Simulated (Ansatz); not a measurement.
Consider the cleavage of the B–Ge bond: `F[BH][GeH2][SH]` + HBr → `FBBr` + `[SH][GeH3]`.

Computed with Ansatz on PBE0-D4/def2-TZVP structures; ΔE is electronic, products minus reactants. CCSD(T)/CBS adds triple-zeta CCSD(T) − MP2 to the extrapolated MP2 energy (def2 sets, frozen cores). DFT in def2-TZVPP. B3LYP here is the variant with VWN-RPA as its local correlation; programs differ in this. For Br, Ge outer-core shells are correlated without core-valence functions, which leaves a few kJ/mol of doubt a bond. Scalar relativity is left out up to krypton. Each species was taken in one conformer, which may not be the lowest.

**Question.** Is it downhill or uphill in electronic energy at CCSD(T)/CBS, and by how much? (Best estimate.)

**Answer.** The calculation gave: Downhill: ΔE = -99.8 kJ/mol.

**Question.** What do these levels give: LDA (SPW92), PBE-D4, r2SCAN-D4, B3LYP-D4, r2SCANh-D4, ωB97M-V, PBE-QIDH, BLYP, PBE0, BHLYP, CCSD(T)/def2-SVP, SCS-MP2/def2-QZVPP? (An estimate is asked.)

**Answer.** The calculation gave: LDA (SPW92) -98.4, PBE-D4 -95.2, r2SCAN-D4 -102.9, B3LYP-D4 -97.9, r2SCANh-D4 -103.6, ωB97M-V -102.0, PBE-QIDH -104.8, BLYP -97.3, PBE0 -100.5, BHLYP -105.0, CCSD(T)/def2-SVP -108.8, SCS-MP2/def2-QZVPP -105.2 kJ/mol.

Largest T1 diagnostic among the species: 0.013.

From PBE to PBE0 (25 % exact exchange), in def2-TZVPP and without D4, ΔE moves by −3.5 kJ/mol. In def2-TZVPP, CCSD(T) changes the Hartree–Fock value by +10.2 kJ/mol (the triples alone add +0.2 kJ/mol) and MP2 by +3.5 kJ/mol.
